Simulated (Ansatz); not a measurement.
Reaction (cleavage of the Si–B bond): `OB(F)[SiH2][SiH3]` + `[OH][SnH3]` → `[SiH3][SiH2][O][SnH3]` + `OBF`

Computed with Ansatz on PBE0-D4/def2-TZVP structures; ΔE is electronic, products minus reactants. CBS: MP2 limit from def2 TZ/QZ plus the TZ coupled-cluster correction, frozen cores. This one scheme is used for every species. Functionals use def2-TZVPP. def2 core potentials past Kr. For Sn outer-core shells are correlated without core-valence functions, which leaves a few kJ/mol of doubt a bond. Each species was taken in one conformer, which may not be the lowest.

CCSD(T)/CBS gives -28.8 kcal/mol.

(1) Another level gave -28.3 kcal/mol. Which?
A. ωB97M-V/def2-TZVPP
B. PBE/def2-TZVPP
C. r2SCAN-D4/def2-TZVPP
D. SCS-MP2/def2-TZVPP

Largest T1 diagnostic among the species: 0.014.

Answers

(1) A. ωB97M-V -28.3, SCS-MP2/def2-TZVPP -31.1, r2SCAN-D4 -26.6, PBE -22.2 kcal/mol.

From PBE to PBE0 (25 % exact exchange), in def2-TZVPP and without D4, ΔE moves by −2.3 kcal/mol. In def2-TZVPP, CCSD(T) changes the Hartree–Fock value by +6.1 kcal/mol (the triples alone add +0.8 kcal/mol) and MP2 by +4.5 kcal/mol.
